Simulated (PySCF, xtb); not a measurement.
O2Si, SMILES [O][Si]=O (connectivity only; charge and spin as stated), charge -1, multiplicity 2.

Harmonic wavenumbers (cm⁻¹) from GFN2-xTB (xtb) at its own minimum, in rising order: 363, 1067, 1284.

### Question
What does PBE-D3(BJ)/def2-TZVPD in PySCF give at its own minimum? (An estimate is asked for; the answer gives what the named calculation found.)

### Answer
309, 889, 1156. Paired by order, the mean absolute difference is 120 cm⁻¹ and the zero-point energies are 3.9 and 3.4 kcal/mol.
